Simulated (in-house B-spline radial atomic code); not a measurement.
B³⁺ is squeezed into an impenetrable sphere of radius R (the orbitals vanish at R). Level of theory: non-relativistic PBE0, spin-polarised, spherical fractional occupations, point nucleus; calculated with a B-spline radial code for spherical atoms.

Energies in eV above the free ion in 1s2:

| R (bohr) | highest level (eV) | 1s2 | -dE/dV in 1s2 (GPa) |
| --- | --- | --- | --- |
| 7.17 | -239 | 0 | 1.02e-13 |
| 6.02 | -239 | 0 | 2.42e-12 |
| 5.25 | -239 | 0 | 1.35e-11 |
| 4.5 | -239 | 0 | 1.19e-09 |
| 3.86 | -239 | 0 | 1.4e-07 |
| 3.1 | -239 | 0 | 9.13e-05 |
| 2.61 | -239 | 5.938e-05 | 0.00582 |
| 2.07 | -239 | 0.003737 | 0.568 |
| 1.6 | -238 | 0.1239 | 30.4 |
| 1.37 | -238 | 0.6507 | 212 |
